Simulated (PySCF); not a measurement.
## Stationary points of Ag2Se

These are results of PBE0 in PySCF with Se def2-TZVP, Ag def2-TZVP with ECP28; scalar-relativistic core potentials, no spin–orbit coupling; density-fitted integrals, not measurements.

Relaxations began from a few typed shapes. The search is not exhaustive: other isomers or separated fragments can lie lower, and high-lying points may rest on an excited occupation.

| spin | group | bonds | angles | imaginary modes (cm⁻¹) | ΔE (kJ/mol) | ΔE with ZPE (kJ/mol) |
| --- | --- | --- | --- | --- | --- | --- |
| singlet | C2v | Ag–Ag 3.062 Å, Se–Ag 2.414 Å (×2) | Ag–Ag–Se 50.6° (×2), Ag–Se–Ag 78.7° | none | 0.0 | 0.0 |
| singlet | D∞h | Se–Ag 2.380 Å (×2) | Ag–Se–Ag 180.0° | 108i, 108i | 99.4 | – |

The lowest minimum found is the singlet C2v: Ag–Ag 3.062 Å, Se–Ag 2.414 Å (×2); Ag–Ag–Se 50.6° (×2), Ag–Se–Ag 78.7°.
